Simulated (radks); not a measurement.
The numbers below are computed, except where a source is named.
Coulomb parameter of the 4f shell of neutral gadolinium in the model configuration [Xe] 4f8 5d1 6s1, as a second difference U = [E(n + 0.25) + E(n - 0.25) - 2 E(n)] / (0.25)^2 with all orbitals relaxed. "Bare": the charge of the atom changes with n. "Screened": the 6s shell takes up the change at fixed total charge, which measures U(4f,4f) + U(6s,6s) - 2 U(4f,6s). Code: a radial shooting solver on a logarithmic mesh with Libxc functionals. Model: scalar-relativistic Kohn-Sham, PBE, spin-unpolarised, spherical densities, finite nucleus; Fermi nuclear charge, rms radius 5.1569 fm.

case                     configuration  E - E(n) (eV)
start                 [Xe] 4f8 5d1 6s1          0.000
bare +0.25         [Xe] 4f8.25 5d1 6s1         -0.245
bare -0.25         [Xe] 4f7.75 5d1 6s1          0.842
screened +0.25  [Xe] 4f8.25 5d1 6s0.75          0.466
screened -0.25  [Xe] 4f7.75 5d1 6s1.25         -0.175

U(bare) = 9.553 eV, U(screened by 6s) = 4.655 eV, against the Slater integral F0(4f,4f) = 27.525 eV with frozen orbitals. The step up makes a negative ion, whose loosely bound charge lowers the bare value.
